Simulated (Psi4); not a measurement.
Here is a job for Psi4.
```
memory 2 GB

molecule {
0 1
F    -1.22736333   -0.16151206    1.46207686
Si   -0.52943625    0.11525359    0.04506262
Cl   -0.74431632    2.07024627   -0.32914292
Cl   -1.49699716   -1.00734622   -1.30096678
Se    1.60199416   -0.52933216    0.43555049
H     2.09290525   -0.23194929   -0.88642020
}

set {
  basis sto-3g
}

energy('r2scan')
print_variables()
```

Estimate the number of basis functions that R2SCAN/STO-3G in Psi4 returns for this input.

51

Give the nuclear repulsion energy at the level R2SCAN/STO-3G.

625.9879 Eh

Predict the total energy from R2SCAN/STO-3G.

-3670.5609 Eh

What dipole moment does R2SCAN/STO-3G give?

1.06 D
